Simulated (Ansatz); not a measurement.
The cluster Li3Cl3⁺. The state is a doublet with charge 1. Geometry PBE0-D4/def2-SVP, basis def2-TZVP, Ansatz.

Cartesian coordinates in Å:
```
Li -0.184 2.806 -0.896
Li -0.859 -0.833 1.756
Li 1.008 -1.584 -0.986
Cl 0.146 -2.449 0.774
Cl -0.788 1.324 0.750
Cl 0.677 0.737 -1.398
```

```tsv
run	HOMO (eV)	LUMO (eV)
A	-14.21	-7.65
B	-14.60	-7.50
C	-10.47	-10.47
D	-11.49	-9.86
E	-10.71	-10.40
F	-11.21	-10.05
```

LC-ωPBE has ω = 0.4 bohr⁻¹. B3LYP takes the VWN-RPA correlation. HOMO above LUMO, or a gap near zero within one spin, warns that the state may not be the lowest or that an electron is smeared out. In the doublet, Cl5 and Cl6 lie 2.67 Å apart (atoms count from 1), so these atoms are partly bonded to each other. Another isomer (doublet) lies 0.03 eV lower at PBE0-D4/def2-TZVP; other spin states weren't run for this one.

HOMO and LUMO are taken over both spins.

**Question.** The runs used B3LYP, LC-ωPBE, PBE, r2SCAN, r2SCANh, ωB97X-V. Estimate which is which.

**Answer.** A ωB97X-V (range-separated); B LC-ωPBE (range-separated); C PBE (0 % exact exchange); D B3LYP (20 % exact exchange); E r2SCAN (0 % exact exchange); F r2SCANh (10 % exact exchange). Exact exchange lowers occupied and raises empty levels; among semilocal functionals meta-GGAs tend to open the gap a little, and such runs are hard to tell apart. The gap grows from 0.00 eV (PBE) to 7.10 eV (LC-ωPBE). At PBE-D4/def2-TZVP the gap within one spin of the charge 1 doublet nearly closes, so an electron or hole may be smeared out by delocalisation error.
